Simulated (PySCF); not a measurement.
ClSr (SMILES [Cl][Sr+]), charge +1, singlet, geometry from GFN2-xTB (such geometries of metal compounds can be far from the true shape) (core potentials on Sr).

PySCF was given this input:
```python
from pyscf import gto, scf, dft

mol = gto.M(
    atom='''
Sr   -0.00000000   -0.00000000   -0.76811428
Cl    0.00000000    0.00000000    1.71696133
''',
    basis='def2-tzvp',
    ecp={'Sr': 'def2-tzvp'},
    charge=1,
    verbose=4,
)

mf = dft.RKS(mol)
mf.xc = 'pbe'
mf.kernel()
mf.analyze()
```

Problem. What does this run give for the nuclear repulsion energy, HOMO-LUMO gap, number of basis functions, total energy?

Solution. 
```json
{
 "nuclear_repulsion_energy": "36.2002 Eh",
 "HOMO-LUMO gap": "3.63 eV",
 "number_of_basis_functions": "70",
 "total_energy": "-490.5947 Eh"
}
```
